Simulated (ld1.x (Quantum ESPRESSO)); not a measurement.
strontium, TM: configuration errors across variants

| Quantity | Value |
| --- | --- |
| Element | strontium |
| Generator | ld1.x (Quantum ESPRESSO) 7.5 |
| Type | norm-conserving Troullier–Martins (Kleinman–Bylander form) |
| Functional | PBE |
| Relativity | fully relativistic |
| Frozen core | [Kr] |
| Valence charge | 2 |
| Reference configuration | 4d0 5s2 5p0 |
| Partial waves | 5s (bound): rc 3.95 bohr; 4d (bound, empty): rc 2.55 bohr; 5p (bound, empty): rc 3.55 bohr |
| Local potential | the p channel |
| Core correction | Bessel-smoothed model core, default radius (core density twice the valence density) |

Open shells are filled in proportion to 2j + 1 (rel_dist='average').

All-electron excitation energies from the reference (eV): (1) 4d0 5s1 5p0 5.885; (2) 4d0 5s1.5 5p0 2.339; (3) 4d0 5s1 5p1 2.298; (4) 4d0.5 5s1.5 5p0 1.146; (5) 4d0 5s0 5p2 4.704; (6) 4d1 5s0 5p0 7.649; (7) 4d0 5s0 5p1 8.820.

Tests that are not counted but printed errors over 1 eV. “wave 5p (bound): rc 3.55 bohr becomes 5p (bound): rc 3.58 bohr”: 4d0 5s1 5p0 (solver errors, printed error -2.7 eV).

A true bound ghost makes a file unfit for plane-wave use even where its test errors are small: the radial tests pick states by their node count and pass the ghost by. Where a test does run into it, the solver fails or the error is huge.

Errors AE − PS in meV (a dash: test not solved or not reliable):

| change | (1) | (2) | (3) | (4) | (5) | (6) | (7) | bound ghosts |
| --- | --- | --- | --- | --- | --- | --- | --- | --- |
| base | -22 | -5.4 | -10.0 | -13 | -24 | -61 | -15 | s |
| wave 5p (bound): rc 3.55 bohr becomes 5p (bound): rc 2.26 bohr | -3.3 | -0.1 | -36 | -10 | -151 | – | -176 | s |
| wave 5p (bound): rc 3.55 bohr becomes 5p (bound): rc 2.94 bohr | -5.7 | -0.8 | -6.2 | -11 | -6.7 | -61 | +35 | s |
| wave 5p (bound): rc 3.55 bohr becomes 5p (bound): rc 3.58 bohr | – | -14 | -16 | -19 | -26 | -61 | -18 | s |
| wave 5p (bound): rc 3.55 bohr becomes 5p (bound): rc 4.76 bohr | +0.5 | +0.7 | -7.9 | -10 | -37 | -61 | -32 | none |
| wave 5p (bound): rc 3.55 bohr becomes 5p (bound): rc 5.24 bohr | +3.7 | +1.6 | -5.8 | -10 | -29 | -61 | -23 | none |

(1) Give the same row for: wave 5p (bound): rc 3.55 bohr becomes 5p (bound): rc 4.12 bohr.

Results:

(1) +2.1, +1.1, -7.4, -10, -36, -61, -30; bound ghosts: none.
